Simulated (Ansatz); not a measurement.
**How methods differ on RbI (SMILES [Rb][I])**

The species is RbI (2 atoms), meant as a singlet with charge 0. As SMILES, `[Rb][I]`. Geometry: the measured bond length.

```xyz
2

Rb    0.0000    0.0000    0.0000
I     0.0000    0.0000    3.1769
```

Quantity: the vertical ionisation energy (to the doublet cation), in eV. The values are calculated.

| level | kind | program | value (eV) | less CCSD(T)/def2-TZVPP | CPU time (all runs) |
| --- | --- | --- | --- | --- | --- |
| B3LYP/def2-TZVPP (core potential) | global hybrid | Ansatz | 7.65 | +0.21 | 30 s |
| CAM-B3LYP/def2-TZVPP (core potential) | range-separated hybrid | Ansatz | 7.61 | +0.17 | 34 s |
| HSE06/def2-TZVPP (core potential) | range-separated hybrid | Ansatz | 7.60 | +0.16 | 51 s |
| wB97M-V/def2-TZVPP (core potential) | range-separated hybrid | Ansatz | 7.52 | +0.08 | 4.8 min |
| RPA@PBE0/def2-TZVPP (core potential) | RPA | Ansatz | 7.48 | +0.04 | 38 s |
| MP2/def2-TZVPP (core potential) | perturbation theory | Ansatz | 7.55 | +0.11 | 9.7 s |
| CCSD(T)/def2-TZVPP (core potential) | coupled cluster or CI | Ansatz | 7.44 | 0.00 | 47 s |
| CCSD/def2-TZVPP (core potential) | coupled cluster or CI | Ansatz | 7.38 | -0.06 | 33 s |
| FCI/STO-3G | exact in the basis | Ansatz | 3.25 | -4.19 | 44 s |

Differences are taken from CCSD(T)/def2-TZVPP (core potential) for orientation; it has basis-set and higher-order errors of its own. All-electron rows without a relativistic Hamiltonian named are non-relativistic, while core potentials hold scalar relativity, so basis and relativity change together. Spin-orbit coupling, which can split open shells on such heavy atoms by tenths of an eV, is left out. The values span 3.25 to 7.65 eV. Minimal STO sets describe s-block atoms so badly that they can place the ion below the atom. High-level rows in very small sets aren't better than simpler rows in larger ones. In the correlated wave-function rows the outer d shell of I is correlated, in sets not made for it. CPU times are rough (shared hosts, several kinds of processor and program).
